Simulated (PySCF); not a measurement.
# Removing an electron from `C[N+]1(C)CCCC1`

C6H14N (charge +1).
Z-matrix (Å and degrees, PBE0-D3(BJ)/def2-SVP geometry), rows numbered from 1:
```
C 
N   1  1.4851
C   2  1.4904  1  109.21
C   2  1.5107  1  111.54  3   121.88
C   4  1.5130  2  104.32  1   158.12
C   5  1.5332  4  103.24  2   -39.46
C   2  1.5220  1  111.81  3  -121.88
H   1  1.0975  2  109.14  3   -59.54
H   1  1.0973  2  109.21  3    60.28
H   1  1.0968  2  109.26  3  -179.54
H   3  1.0969  2  108.94  1   -58.70
H   3  1.0957  2  109.64  1  -178.52
H   3  1.0971  2  109.15  1    61.14
H   4  1.0980  2  109.22  1   -77.26
H   4  1.0997  2  106.67  1    40.14
H   5  1.0979  4  111.25  2  -160.62
H   5  1.1000  4  111.15  2    80.82
H   6  1.0987  5  110.33  4   -92.06
H   6  1.0975  5  112.44  4   148.74
H   7  1.0972  2  107.78  1    95.74
H   7  1.0972  2  107.47  1   -20.26
```

Level: PBE0/def2-SVPD (PySCF). Frontier orbitals with their largest atomic shares (Löwdin; up to four atoms above 4 %):

```csv
orbital,ε (eV),main atoms
HOMO−3,-15.02,"C4 18 %, C5 14 %, C7 12 %, H15 10 %"
HOMO−2,-14.69,"C5 28 %, C6 26 %, C7 19 %, H16 9 %"
HOMO−1,-14.55,"C6 24 %, C5 18 %, C4 18 %, H19 11 %"
HOMO,-13.71,?
LUMO,-3.63,"C1 11 %, C3 11 %, C7 9 %, C4 8 %"
LUMO+1,-2.73,"H15 10 %, C3 8 %, H21 8 %, H18 8 %"
LUMO+2,-2.68,"C1 11 %, H8 10 %, C6 9 %, C5 8 %"
```

What vertical ionisation energy does ΔSCF give, and how far is −ε(HOMO) from it?

ΔSCF: 15.84 eV (1529 kJ/mol; threshold wavelength 78.3 nm); ⟨S²⟩ of the doublet left behind is 0.753, against 0.75 for a pure doublet. −ε(HOMO) is 13.71 eV, 2.13 eV below it. In exact Kohn–Sham theory the two would be equal; PBE0 (global hybrid, 25 % exact exchange) falls short of its own ΔSCF value by 13 %. Holes in the HOMO−1 and HOMO−2 were tried too where these lie within 1.2 eV of the HOMO; the lowest converged state counts.

On which atoms does the HOMO lie?

C6 (ring CH2 carbon) 22 %, C5 (ring CH2 carbon) 19 %, H18 (methylene hydrogen) 12 %, H17 (methylene hydrogen) 11 %, so no atom holds as much as 40 %. The HOMO−1 lies 0.84 eV lower.

And the vertical electron affinity, the fundamental gap, Mulliken's electronegativity and the hardness (with the factor ½)?

EA = 2.36 eV by ΔSCF (−ε(LUMO) = 3.63 eV). IE − EA = 13.48 eV against an orbital gap of 10.08 eV; (IE + EA)/2 = 9.10 eV; (IE − EA)/2 = 6.74 eV. Parr's electrophilicity index (IE + EA)²/[8(IE − EA)] is 3.07 eV.

Shift the occupied levels rigidly so that −ε(HOMO) equals the ΔSCF value. What binding energies result?

The shift is +2.13 eV: HOMO 15.84, HOMO−1 16.68, HOMO−2 16.82, HOMO−3 17.15 eV. A rigid shift is only a rough guide to the deeper ionisations.

How many of the 10 lowest singlet excitations (vertical TDDFT, same level) lie below the ionisation energy?

All 10; they run from 8.91 to 10.56 eV.

What total energies stand behind the ΔSCF value?

E(N) = -291.03992 Eh and E(N − 1) = -290.45772 Eh at the same geometry, 0.58220 Eh apart. With one more electron, E(N + 1) = -291.12657 Eh.

One conformer (not necessarily the lowest) at the PBE0-D3(BJ)/def2-SVP geometry, without solvent, vibrations or thermal averaging.

These values come from a run that also computed excited states and ΔSCF ions. The run took 5.8 min of wall time on Arm Neoverse V1, one thread (shared host).
